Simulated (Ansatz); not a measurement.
`[AlH2][BH]Cl` + H₂Se → `ClB[SeH]` + `[AlH3]` at 700 K and 1 bar (cleavage of the B–Al bond).

Gas-phase electronic energies from Ansatz, PBE0-D4/def2-TZVP geometries. CCSD(T)/CBS adds triple-zeta CCSD(T) − MP2 to the extrapolated MP2 energy (def2 sets, frozen cores). This one scheme is used for every species. For Se outer-core shells are correlated without core-valence functions, which leaves a few kJ/mol of doubt a bond. Scalar relativity is left out up to krypton. One conformer a species, not always the lowest.

| species | CCSD(T)/CBS energy (Eh) | H − E (kJ/mol) | S (J/(mol·K)) |
| --- | --- | --- | --- |
| `[AlH2][BH]Cl` | -728.37691 | 122.2 | 383.7 |
| H₂Se | -2401.89790 | 61.1 | 251.1 |
| `ClB[SeH]` | -2886.53463 | 102.1 | 355.4 |
| `[AlH3]` | -243.78045 | 80.2 | 251.4 |

H − E and S are ideal-gas, rigid-rotor, harmonic terms from PBE0-D4/def2-TZVP, for one conformer and one mirror image of each species. 1 Eh = 2625.50 kJ/mol, R = 8.31446 J/(mol·K).

By hand: ΔE, ΔH, ΔS and ΔG.

ΔE = (-2886.53463) + (-243.78045) − (-728.37691) − (-2401.89790) = -0.04027 Eh = -105.7 kJ/mol. Δ(H − E) = 102.1 + 80.2 − 122.2 − 61.1 = -1.0, so ΔH = -106.7 kJ/mol. ΔS = 355.4 + 251.4 − 383.7 − 251.1 = -28.0 J/(mol·K). ΔG = -106.7 − 700 × (-28.0)/1000 = -87.1 kJ/mol.

By hand: the equilibrium constant, and the temperature at which ΔG would vanish if ΔH and ΔS stayed fixed.

log₁₀ K = −ΔG/(RT ln 10) = 6.5. ΔG = 0 at ΔH/ΔS = 3811 K, far beyond where these terms or the molecules hold.

ΔH outweighs TΔS. A doubt of 5 kJ/mol in ΔE shifts log₁₀ K by 0.4 here. Other conformers and mirror images would add mixing entropy, several J/(mol·K) or more a flexible species. These are equilibria of isolated gas molecules and say nothing of rates. Largest T1 diagnostic: 0.013 (customary marks: 0.02 for closed shells, 0.045 for open ones).
